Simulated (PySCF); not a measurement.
Ge(Cl)(Me) (CH3ClGe), SMILES [CH3][Ge][Cl] (connectivity only; charge and spin as stated), neutral, multiplicity 1. Heavy atoms are numbered as in [Ge:1]([Cl:2])[CH3:3]. Hydrogens are named by the atom that carries them.

Geometry optimised at PBE-D3(BJ)/def2-TZVP.

Computed with B3LYP/pcSseg-2 in PySCF.

GIAO shieldings, no solvent; atoms alike by connectivity are averaged. δ = σ(ref) − σ: ⁷³Ge against GeH4 (σ = 1629.1 ppm); ³⁵Cl against HCl (σ = 930.0 ppm); ¹³C against TMS (σ = 181.3 ppm); ¹H against TMS (σ = 31.68 ppm), references at their B3LYP-D3(BJ)/def2-TZVP geometries, non-relativistic (without spin–orbit terms, shifts of atoms bonded to Cl or Br come out too high).

| atoms | nucleus | count | δ (ppm) |
|---|---|---|---|
| Ge1 | ⁷³Ge | 1 | … |
| Cl2 | ³⁵Cl | 1 | … |
| C3 (CH3) | ¹³C | 1 | 52.8 |
| H on C3 | ¹H | 3 | 1.73 |

Task: What belongs in the gaps? (Estimate from the structure and the level; the computed values follow.)

Result: 
- Cl2, δ (ppm): 551.5
- Ge1, δ (ppm): 1675.7
